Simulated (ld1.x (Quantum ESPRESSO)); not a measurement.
**Before and after: RRKJ potential for silicon**

- Element: silicon (Si)
- Generator: ld1.x (Quantum ESPRESSO) 7.5
- Type: norm-conserving RRKJ (Kleinman–Bylander form)
- Functional: PBE
- Relativity: non-relativistic
- Frozen core: [Ne]
- Valence charge: 4
- Reference configuration: 3s2 3p1.5 (charge +0.5)
- Partial waves: 3s (bound): rc 1.55 bohr; 3p (bound): rc 2.30 bohr; 3d channel at 0.45 Ry: rc 1.95 bohr
- Local potential: all-electron potential smoothed inside 2.15 bohr (lloc = -1)
- Core correction: Bessel-smoothed model core, default radius (core density twice the valence density)
- rho0: 0.02

All-electron outer shells of the reference configuration (PBE, non-relativistic, ld1.x):

| shell | level (eV) | outermost node (bohr) | outermost maximum (bohr) |
| --- | --- | --- | --- |
| 3s | -14.68 | 0.72 | 1.77 |
| 3p | -7.69 | 0.72 | 2.09 |

Change: wave 3p (bound): rc 2.30 bohr becomes 3p (bound): rc 1.86 bohr.

Cutoffs: the cutoffs (Ry, on a coarse ladder) from which the occupation-weighted sum of valence levels, in a spherical-Bessel basis at the reference potential, stays within 10 and 1 mRy of its value at 400 Ry; they do not see the model core or the augmentation charge, which bear on the density cutoff. Errors are all-electron minus pseudo energies relative to the spin-unpolarised reference configuration.

What does the change do?

The potential gets neither clearly harder nor softer (35 Ry and 55 Ry → 35 Ry and 55 Ry); of the 7 tests that both files solve, the error grows in 0 and shrinks in 4 by more than 15 % and 0.3 meV (median size 5.8 → 3.8 meV); neither file shows a bound ghost. Less of the atom is replaced, so other configurations are described better.

```tsv
quantity	base	changed
cutoff, loose	35 Ry	35 Ry
cutoff, tight	55 Ry	55 Ry
bound ghosts	none	none
error for 3s2 3p2, meV [ΔE -2.93 eV]	+0.6	+0.5
error for 3s2 3p1, meV [ΔE 4.82 eV]	+1.4	+1.1
error for 3s2 3p0, meV [ΔE 20.83 eV]	+23	+17
error for 3s0 3p4, meV [ΔE 10.74 eV]	-23	-14
error for 3s2 3p2.3, meV [ΔE -3.86 eV]	+1.1	+1.0
error for 3s1 3p3, meV [ΔE 3.83 eV]	-5.8	-3.8
error for 3s1 3p0, meV [ΔE 54.73 eV]	+81	+63
```
